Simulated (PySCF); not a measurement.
# Calculated properties of 1-(4-vinyl-phenyl)-ethanone (`C(=C)c1ccc(cc1)C(C)=O`)

Compound: 1-(4-vinyl-phenyl)-ethanone, C10H10O.
Structure used (GFN2-xTB), in Å, numbered top down from 1:
```xyz
21
C10H10O angstrom
C      4.0123    0.0255    0.1465
C      2.9294    0.7764   -0.0201
C      1.5437    0.3349    0.0624
C      0.5242    1.2748   -0.1145
C     -0.8057    0.9141   -0.0629
C     -1.1653   -0.4135    0.1679
C     -2.5694   -0.8889    0.2195
C     -3.6547    0.1350   -0.0153
O     -2.8345   -2.0515    0.4355
C     -0.1495   -1.3544    0.3553
C      1.1774   -0.9915    0.3047
H      5.0005    0.4439    0.0598
H      3.9658   -1.0256    0.3738
H      3.0530    1.8294   -0.2438
H      0.7869    2.3076   -0.2966
H     -1.5596    1.6727   -0.2051
H     -3.6039    0.9148    0.7415
H     -4.6238   -0.3546    0.0391
H     -3.5361    0.5909   -0.9959
H     -0.4360   -2.3793    0.5390
H      1.9365   -1.7438    0.4498
```

Structural features include: ketone, C=C double bond and benzene ring.

From GFN2-xTB geometry:

| Quantity | Value |
| --- | --- |
| Rotational constants A, B, C of the GFN2-xTB geometry | 3.436, 0.583, 0.500 GHz |

**PBE0/pcSseg-1 ground state and GIAO shieldings, non-relativistic (PySCF)**

| Quantity | Value |
| --- | --- |
| Dipole moment | 3.24 D |
| HOMO energy | -6.94 eV |
| LUMO energy | -2.00 eV |
| HOMO–LUMO gap | 4.94 eV |
| Lowest Hirshfeld atomic charge | -0.23 e on O9 |
| Highest Hirshfeld atomic charge | +0.16 e on C7 |
| 13C chemical shifts (computed TMS as zero) by class | 199.5 (C7), 146.0 (C3), 144.0 (C2), 139.3 (C6), 135.4 (C5/C10), 131.5 (C4/C11), 122.4 (C1), 28.6 (C8) ppm |
| 1H chemical shifts (computed TMS as zero) by class | 8.33 (H16/H20), 7.79 (H15/H21), 6.90 (H14), 6.46 (H13), 5.80 (H12), 2.62 (H17/H18/H19) ppm |
| Isotropic shieldings of nuclei other than C and H, by class | -313 (O9) ppm |
| Mayer bond orders between heavy atoms | C1–C2 1.94, C2–C3 1.09, C3–C4 1.36, C4–C5 1.47, C5–C6 1.36, C6–C7 0.95, C7–C8 1.06, C7–O9 1.99, C6–C10 1.39, C10–C11 1.48, C11–C3 1.36 |

Monoisotopic mass (most abundant isotopes): 146.0732 u.

The rotational constants make it an asymmetric top with κ = (2B − A − C)/(A − C) = -0.94, nearer the prolate limit (−1). With B = h/(8π²I), that is 505.379 GHz u Å² over I, the principal moments of inertia are 147.1, 866.3 and 1010.1 u Å² (most abundant isotopes). The dipole equals about 10.8 × 10⁻³⁰ C·m (1 D = 3.33564 × 10⁻³⁰ C·m).

The structure is a single GFN2-xTB conformer in the gas phase; no vibrational or solvent corrections. NMR classes are plain means over equivalent atoms (diastereotopic ones count apart unless rotation or inversion swaps them), as if these changed places fast; in this geometry the members of some classes differ.
